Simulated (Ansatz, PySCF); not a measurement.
H5SbSiTe2, SMILES [SiH3][Sb]([TeH])[TeH]. Atoms are numbered in the order given.

```xyz
9

Sb     0.2133    -0.1541     0.9921
Si     2.4165    -0.7775    -0.2095
H      2.7369    -2.2031     0.0975
H      3.5012     0.1135     0.2990
H      2.2801    -0.6039    -1.6880
Te     0.1506     2.2782    -0.3581
H     -0.8739     2.9191     0.7894
Te    -1.2048    -1.8542    -0.6937
H     -2.4656    -1.9227     0.3938
```

Geometry: PBE0-D3(BJ)/def2-SVP. The def2 effective core potentials stand for the cores of Sb, Te; spin–orbit coupling is left out.

Two levels are set side by side: PBE-D3(BJ)/def2-SVP (Ansatz, a first-principles code) and PBE0-D3(BJ)/def2-SVP (Ansatz). Each level has its own optimised geometry; the coordinates shown are those of the second. Frequencies come from the Hessian of PySCF at each geometry. Differences are taken from unrounded values.

```json
[
 {"quantity": "mean bond length (Å)", "PBE0-D3(BJ)": "1.996"},
 {"quantity": "bond Sb1–Si2 (Å)", "PBE0-D3(BJ)": "2.586"},
 {"quantity": "bond Sb1–Te6 (Å)", "PBE0-D3(BJ)": "2.783"},
 {"quantity": "bond Sb1–Te8 (Å)", "PBE0-D3(BJ)": "2.783"},
 {"quantity": "bond Si2–H3 (Å)", "PBE0-D3(BJ)": "1.493"},
 {"quantity": "bond Si2–H4 (Å)", "PBE0-D3(BJ)": "1.493"},
 {"quantity": "bond Si2–H5 (Å)", "PBE0-D3(BJ)": "1.495"},
 {"quantity": "bond Te6–H7 (Å)", "PBE0-D3(BJ)": "1.666"},
 {"quantity": "bond Te8–H9 (Å)", "PBE0-D3(BJ)": "1.666"},
 {"quantity": "highest harmonic wavenumber (cm⁻¹)", "PBE0-D3(BJ)": "2246"},
 {"quantity": "mean harmonic wavenumber (cm⁻¹)", "PBE0-D3(BJ)": "811"},
 {"quantity": "zero-point energy (kcal/mol)", "PBE0-D3(BJ)": "24.35"}
]
```

What does PBE-D3(BJ) give, and how far is it from PBE0-D3(BJ)? (Estimate from the structure and the level; the computed values follow.)


| quantity | PBE-D3(BJ) | PBE-D3(BJ) minus PBE0-D3(BJ) |
|---|---|---|
| mean bond length (Å) | 2.015 | 0.020 |
| bond Sb1–Si2 (Å) | 2.608 | 0.022 |
| bond Sb1–Te6 (Å) | 2.816 | 0.034 |
| bond Sb1–Te8 (Å) | 2.816 | 0.034 |
| bond Si2–H3 (Å) | 1.504 | 0.011 |
| bond Si2–H4 (Å) | 1.504 | 0.011 |
| bond Si2–H5 (Å) | 1.506 | 0.011 |
| bond Te6–H7 (Å) | 1.684 | 0.017 |
| bond Te8–H9 (Å) | 1.684 | 0.017 |
| highest harmonic wavenumber (cm⁻¹) | 2177 | -70 |
| mean harmonic wavenumber (cm⁻¹) | 779 | -32 |
| zero-point energy (kcal/mol) | 23.38 | -0.97 |

GGA bonds tend to be longer and softer than those of functionals with exact exchange. Differences between two approximate levels are no errors against the true value.
